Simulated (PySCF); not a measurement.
# Electron correlation in Ne (neon, neutral)

[Ne], closed-shell 1S. All numbers are calculated (PySCF 2.14, the non-relativistic Hamiltonian (point nucleus), in aug-cc-pVTZ with one added diffuse shell each of s, p, d, f type (6s5p4d3f, 62 functions)). Frozen: 1s2; 8 electrons correlated.

```csv
level,correlation energy (mhartree)
CCSD,-274.56
(T),-5.33
CCSD(T),-279.89
```

Diagnostics: T1 = 0.0076, D1 = 0.0121, largest double amplitude 0.028.

Cost of the coupled-cluster step: roughly 2.6 core-seconds, for 8 correlated electrons.

Iterations:

```
CC2 = 0
CCSD nocc = 4, nmo = 61
frozen orbitals [0]
max_cycle = 100
direct = 0
conv_tol = 1e-08
conv_tol_normt = 1e-06
diis_space = 8
diis_start_cycle = 0
Init t2, MP2 energy = -128.806345944615  E_corr(MP2) -0.2730576364612
Init E_corr(CCSD) = -0.273057636495025
cycle = 1  E_corr(CCSD) = -0.271079533569643  dE = 0.00197810293  norm(t1,t2) = 0.0226447
cycle = 2  E_corr(CCSD) = -0.274425260806936  dE = -0.00334572724  norm(t1,t2) = 0.0055329
cycle = 3  E_corr(CCSD) = -0.274367141133168  dE = 5.81196738e-05  norm(t1,t2) = 0.00264882
cycle = 4  E_corr(CCSD) = -0.27456117977584  dE = -0.000194038643  norm(t1,t2) = 0.000743705
cycle = 5  E_corr(CCSD) = -0.274567179267602  dE = -5.99949176e-06  norm(t1,t2) = 0.000107989
cycle = 6  E_corr(CCSD) = -0.274561474453434  dE = 5.70481417e-06  norm(t1,t2) = 3.0163e-05
cycle = 7  E_corr(CCSD) = -0.274560103874217  dE = 1.37057922e-06  norm(t1,t2) = 6.97842e-06
cycle = 8  E_corr(CCSD) = -0.274560178561332  dE = -7.4687115e-08  norm(t1,t2) = 1.6933e-06
cycle = 9  E_corr(CCSD) = -0.274560251579493  dE = -7.30181609e-08  norm(t1,t2) = 3.84349e-07
cycle = 10  E_corr(CCSD) = -0.274560246550018  dE = 5.02947461e-09  norm(t1,t2) = 8.15247e-08
CCSD converged
E(CCSD) = -128.807848554704  E_corr = -0.2745602465500181
CCSD(T) correction = -0.00533169737172395
```
